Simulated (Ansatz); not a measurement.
One change: `C#CCCCC` becomes `C#CC[CH2][GeH3]`.

Ansatz, PBE0-D4/def2-TZVP geometries, multiplicity 1. Each molecule was computed in one conformer, which needn't be the lowest.

Scalar relativity is left out up to krypton.

```tsv
property	`C#CCCCC`
LUMO energy (B3LYP/def2-TZVPP) / eV	0.64
LUMO energy (PBE/def2-TZVPP) / eV	0.02
HOMO energy (PBE/def2-TZVPP) / eV	-6.40
LUMO energy (ωB97M-V/def2-TZVPP) / eV	2.52
HOMO energy (B3LYP/def2-TZVPP) / eV	-7.39
size of the dipole moment (ωB97M-V/def2-TZVPP) / D	0.74
```

Problem. What does the change do to each property? (Estimate.)

Solution. Ansatz gave: 
```
                                          property  `C#CC[CH2][GeH3]`  shift
               LUMO energy (B3LYP/def2-TZVPP) / eV               0.25  -0.39
                 LUMO energy (PBE/def2-TZVPP) / eV              -0.33  -0.35
                 HOMO energy (PBE/def2-TZVPP) / eV              -6.54  -0.14
             LUMO energy (ωB97M-V/def2-TZVPP) / eV               2.13  -0.39
               HOMO energy (B3LYP/def2-TZVPP) / eV              -7.50  -0.11
size of the dipole moment (ωB97M-V/def2-TZVPP) / D               0.21  -0.53
```

With PBE0 the HOMO falls by 0.10 eV and the LUMO falls by 0.41 eV, so the gap narrows by about 0.31 eV. PBE moves the HOMO by -0.14 eV and ωB97M-V by -0.07 eV. Dipoles are sizes alone; their direction can turn.

B3LYP here is the variant with VWN-RPA as its local correlation; programs differ in this.
